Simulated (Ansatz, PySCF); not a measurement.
Spin states of H3O3W (SMILES [OH][W]([OH])[OH]), each relaxed with B3LYP-D3(BJ)/def2-TZVP.
State 1 (charge 0, multiplicity 4):
```xyz
7

W      0.031    -0.054    -0.085
O     -1.263    -1.445    -0.359
H     -2.111    -1.452     0.102
O      0.131     1.424    -1.305
H     -0.302     2.267    -1.122
O      1.282    -0.184     1.365
H      2.130    -0.633     1.255
```
State 2 (charge 0, multiplicity 2):
```xyz
7

W     -0.03063     0.07003    -0.08654
O     -1.14970    -1.41854    -0.32202
H     -1.85406    -1.59878     0.31710
O      0.10723     1.69790    -0.94167
H     -0.24918     2.29357    -1.60161
O      1.14700    -0.28976     1.34312
H      1.92732    -0.83013     1.14243
```

Singlets are restricted, other states unrestricted; no spin–orbit coupling, no relativity up to Kr; see below for the cores. The largest T1 diagnostic is 0.054.

Codes used: Ansatz (Gaussian basis) for Hartree–Fock, density functionals and correlated methods; PySCF for the dispersion terms. Each number belongs to the level named beside it. In def2 rows elements past Kr take small-core potentials, without spin–orbit coupling.

One of these levels gives 2.41 kcal/mol for the energy of the multiplicity-2 state less that of the multiplicity-4 state. Which?
A) B97M-V/def2-TZVPP
B) B3LYP-D3(BJ)/def2-TZVPP
C) PBE-D3(BJ)/def2-TZVPP
D) r2SCANh/def2-TZVPP

A, B97M-V/def2-TZVPP. The others give 1.08 (PBE-D3(BJ)/def2-TZVPP), 6.88 (r2SCANh/def2-TZVPP), 0.08 (B3LYP-D3(BJ)/def2-TZVPP)

Doubts at one or more of the structures used: a spin-contaminated determinant (r2SCANh/def2-TZVPP).

Ansatz is a quantum-chemistry and plane-wave program.
